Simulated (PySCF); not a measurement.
**Core binding energy against partial charge**

C₃H₇FSi.
Numbering: `[CH3:1]/[C:2]([SiH3:3])=[CH:4]/[F:5]`

Structure used (PBE0-D3(BJ)/def2-SVP), in Å, numbered top down from 1:
```
atom  x, y, z in Å
C1    -1.061   -1.250   -0.006
C2    -0.006   -0.186   -0.102
Si3    1.823   -0.623    0.018
C4    -0.344    1.090   -0.285
F5     0.573    2.056   -0.391
H6    -0.939   -2.008   -0.797
H7    -1.002   -1.787    0.955
H8    -2.076   -0.832   -0.097
H9     1.928   -2.048    0.458
H10    2.498   -0.485   -1.309
H11    2.529    0.244    1.006
H12   -1.364    1.481   -0.372
```

Binding energies: delta-SCF UKS SCAN, pcX-2 on the ionised atom, pcseg-1 elsewhere, spin-free X2C (PySCF 2.14.0). Charges: PBE0/pcSseg-1 ground-state density, for the ionised atom.

```json
{"atom": "C2", "environment": "fully substituted alkene carbon", "C 1s (eV)": "290.28", "Mulliken (e)": "-0.615", "IAO (e)": "-0.319", "Hirshfeld (e)": "-0.113", "ESP (e)": "+0.023"}
{"atom": "C1", "environment": "allylic carbon", "C 1s (eV)": "291.13", "Mulliken (e)": "-0.196", "IAO (e)": "-0.400", "Hirshfeld (e)": "-0.111", "ESP (e)": "-0.598"}
{"atom": "C4", "environment": "vinylic C–F carbon", "C 1s (eV)": "292.55", "Mulliken (e)": "+0.300", "IAO (e)": "+0.150", "Hirshfeld (e)": "+0.040", "ESP (e)": "-0.078"}
```

**Question.** Give the correlation coefficient and slope of binding energy on charge for each scheme.

**Answer.** Mulliken: r = 1.00, slope 2.5 eV per e; Hirshfeld: r = 0.93, slope 12.2 eV per e; IAO: r = 0.87, slope 3.4 eV per e; ESP: r = -0.01, slope 0.0 eV per e. Mulliken charges have the highest r, on only 3 points.

**Question.** The point-charge model writes a binding energy as kq + V + constant, with V the potential of the other atoms' charges at the site. What does it give with the ESP charges?

**Answer.** V = Σ 14.40 eV Å × q/r over all other atoms: -1.48 eV at C2, +7.70 eV at C1, +0.91 eV at C4. Fitting binding energy − V to q gives k = 14.2 eV per e and leaves an rms residual of 0.54 eV, against 0.94 eV for the fit on q alone. The model has no term for differences in relaxation between sites.

Isolated species at its PBE0-D3(BJ)/def2-SVP geometry, gas phase.
